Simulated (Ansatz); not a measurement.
Reaction (formal loss of a carbene): `CN[SiH](C)S` → `[CH2]` (triplet) + `C[SiH](N)S`

Isolated molecules relaxed with PBE0-D4/def2-TZVP in Ansatz; ΔE leaves out vibrations. CBS: MP2 limit from def2 TZ/QZ plus the TZ coupled-cluster correction, frozen cores. This one scheme is used for every species. Functionals use def2-TZVPP. B3LYP here is the variant with VWN-RPA as its local correlation; programs differ in this. Triplets are unrestricted, without spin–orbit coupling. Each species was taken in one conformer, which may not be the lowest.

```csv
level,ΔE (eV),difference from CCSD(T)/CBS
PBE-D4,4.18,0.10
r2SCAN-D4,3.85,-0.23
PBE0-D4,4.08,0.00
ωB97X-V,4.22,0.14
r2SCAN,3.83,-0.25
PBE0,4.02,-0.06
B3LYP,3.93,-0.15
HF/def2-TZVPP,2.58,-1.50
MP2/def2-TZVPP,4.09,0.01
SCS-MP2/def2-TZVPP,4.12,0.04
CCSD/def2-TZVPP,3.87,-0.21
CCSD(T)/def2-TZVPP,3.99,-0.09
HF/def2-QZVPP,2.58,-1.50
SCS-MP2/def2-QZVPP,4.19,0.11
HF/CBS(def2),2.58,-1.50
CCSD/CBS(def2),3.97,-0.11
CCSD(T)/CBS,4.08,0
```

Largest T1 diagnostic among the species: 0.011.

From PBE to PBE0 (25 % exact exchange), in def2-TZVPP and without D4, ΔE moves by −0.09 eV. The D4 term adds +0.12 eV with B3LYP and +0.07 eV with PBE0; it sums over pairs of atoms, weighted by their polarisabilities, and B3LYP, whose exchange is more repulsive, gets the larger term. In def2-TZVPP, CCSD(T) changes the Hartree–Fock value by +1.40 eV (the triples alone add +0.12 eV) and MP2 by +1.51 eV.
